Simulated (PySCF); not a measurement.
Atoms are numbered as in `[CH3:1][SiH2:2][O:3][SiH2:4][F:5]`. Hydrogens are named by the atom that carries them.

Geometry: PBE0-D3(BJ)/def2-SVP; GIAO shifts from PySCF 2.14.0 with density-fitted response routines, gas phase, non-relativistic, averaged over equivalent atoms.

At PBE0/6-311+G(2d,p) (193 basis functions, 20 s wall time on 1 thread of an Arm Neoverse V1, shared host):
```
 atoms  δ (ppm)
    C1      0.1
   Si2    -10.9
   Si4    -27.1
    O3     65.6
    F5   -158.6
H(Si2)     5.37
H(Si4)     5.32
 H(C1)     0.49
```

Shifts are taken against calculated references (same method and geometry level): 13C (σ = 186.44 ppm) and 29Si (σ = 344.43 ppm) and 1H (σ = 31.51 ppm) vs TMS; 17O (σ = 326.57 ppm) vs H2O; 19F (σ = 174.75 ppm) against CFCl3.

**Question.** Estimate the result of repeating the calculation with PBE0/IGLO-III.

**Answer.** 
```json
{"atoms": "C1", "δ at PBE0/IGLO-III": "0.0", "change": "-0.1"}
{"atoms": "Si2", "δ at PBE0/IGLO-III": "-14.7", "change": "-3.8"}
{"atoms": "Si4", "δ at PBE0/IGLO-III": "-32.6", "change": "-5.5"}
{"atoms": "O3", "δ at PBE0/IGLO-III": "70.6", "change": "+5.0"}
{"atoms": "F5", "δ at PBE0/IGLO-III": "-153.9", "change": "+4.7"}
{"atoms": "H(Si2)", "δ at PBE0/IGLO-III": "5.29", "change": "-0.08"}
{"atoms": "H(Si4)", "δ at PBE0/IGLO-III": "5.23", "change": "-0.09"}
{"atoms": "H(C1)", "δ at PBE0/IGLO-III": "0.48", "change": "-0.01"}
```

Referencing at the same level of theory: TMS for 13C (σref 183.78), 29Si (σref 345.34), 1H (σref 31.37); 17O (σref 327.19) vs H2O; CFCl3 for 19F (σref 174.63).

The largest change is at Si4 (silicon bonded to F, O, 2 H). Cost: 263 basis functions, 40 s wall time on 1 thread of an Arm Neoverse V1, shared host.

Unscaled 19F shifts against computed CFCl3 carry errors that often reach 10 to 50 ppm. Experimental scales use liquid or dissolved standards, which lie at an offset from isolated H2O (liquid H2O: subtract about 36 ppm).
